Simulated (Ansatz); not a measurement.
The Ge1–H3 bond of GeH3I (SMILES [GeH3][I]) is stretched (multiplicity 1, the rest rigid).
Geometry at rest (charge 0, multiplicity 1):
| atom | x (Å) | y (Å) | z (Å) |
|---|---|---|---|
| Ge | -1.5135 | -0.0284 | 0.0000 |
| I | 1.0256 | 0.0192 | 0.0000 |
| H | -1.9518 | -1.2672 | -0.7897 |
| H | -1.9736 | -0.1057 | 1.4603 |
| H | -1.9992 | 1.2618 | -0.6708 |

Cores are frozen in the correlated methods. Filled d and f shells under p-block atoms count as core.

The values were computed with Ansatz (Gaussian basis) for Hartree–Fock, density functionals and correlated methods. Values without a source in brackets are computed. In def2 rows elements past Kr take small-core potentials, without spin–orbit coupling.

Energies above the point at 1.533 Å (the B3LYP-D3(BJ) bond length), FIC-MRCISD+Q on CASSCF(2,2)/def2-TZVPP (kcal/mol): 6.33 at 1.380 Å; 3.53 at 1.686 Å; 86.11 at 4.906 Å.

Question: Take the last value as the depth D of a Morse curve D(1 − e^(−a(R − R₀)))², fit a and R₀ to the two near points, and test it at 2.070 and 2.683 Å.

Answer: 
With D = 86.1, both near points (counted from the curve's value at 1.533 Å) are met by a = 1.52 Å⁻¹ and R₀ = 1.538 Å, so k = 2Da² = 398 kcal/(mol Å²). The curve then gives 26.5 and 58.6 kcal/mol; the level itself gives 27.8 and 64.3, so Morse is off by -1.3 and -5.7.

Ansatz is a program for electronic structure.
